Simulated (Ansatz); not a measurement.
`[SiH3]C1=CN1` + `C[Si](F)(F)C=O` → `O=C[Si](F)(F)[SiH3]` + `CC1=CN1`  (formal exchange of groups at the Si–C bond)

Computed with Ansatz on PBE0-D4/def2-TZVP structures; ΔE is electronic, products minus reactants. CCSD(T)/CBS adds triple-zeta CCSD(T) − MP2 to the extrapolated MP2 energy (def2 sets, frozen cores). Functionals use def2-TZVPP. B3LYP here is the variant with VWN-RPA as its local correlation; programs differ in this. Each species was taken in one conformer, which may not be the lowest.

`[SiH3]C1=CN1`:

```xyz
9

Si   -0.601    0.463   -1.279
C     0.112   -0.227    0.257
C     0.394   -1.054    1.191
N     1.274    0.105    1.240
H    -1.263    1.756   -0.971
H    -1.595   -0.497   -1.821
H     0.484    0.698   -2.264
H     0.288   -1.995    1.704
H     0.907    0.752    1.944
```

`C[Si](F)(F)C=O`:

```xyz
10

C     0.960    0.898   -0.607
Si   -0.054   -0.601   -0.313
F    -0.973   -0.936   -1.568
F     0.858   -1.882   -0.072
C    -1.207   -0.432    1.205
O    -1.210    0.589    1.849
H     0.317    1.764   -0.777
H     1.587    1.109    0.262
H     1.603    0.762   -1.479
H    -1.880   -1.271    1.502
```

`O=C[Si](F)(F)[SiH3]`:

Cartesian coordinates in Å:
```
O -1.447 0.061 1.774
C -1.079 1.048 1.182
Si 0.130 0.821 -0.290
F 1.424 1.704 0.005
F -0.558 1.453 -1.581
Si 0.660 -1.438 -0.597
H -1.444 2.052 1.499
H 1.297 -1.955 0.640
H -0.586 -2.189 -0.892
H 1.603 -1.556 -1.738
```

`CC1=CN1`:

Cartesian coordinates in Å:
```
C -1.089 0.564 0.412
C 0.186 -0.041 0.050
C 1.341 -0.552 0.205
N 0.971 -0.208 -1.216
H -1.146 1.573 -0.008
H -1.922 -0.008 -0.007
H -1.207 0.618 1.495
H 2.212 -0.877 0.742
H 0.653 -1.069 -1.672
```

Question: Is it downhill or uphill in electronic energy at CCSD(T)/CBS, and by how much? (Best estimate.)

Answer: Ansatz gave: Uphill: ΔE = +66.9 kJ/mol.

Question: What do these levels give: PBE0-D4, PBE, r2SCAN, B3LYP, SCS-MP2/def2-TZVPP, MP2/CBS(def2)? (Estimate.)

Answer: Computed: PBE0-D4 53.3, PBE 49.2, r2SCAN 64.5, B3LYP 60.7, SCS-MP2/def2-TZVPP 72.2, MP2/CBS(def2) 74.0 kJ/mol.

Largest T1 diagnostic among the species: 0.014.

From PBE to PBE0 (25 % exact exchange), in def2-TZVPP and without D4, ΔE moves by +4.2 kJ/mol.
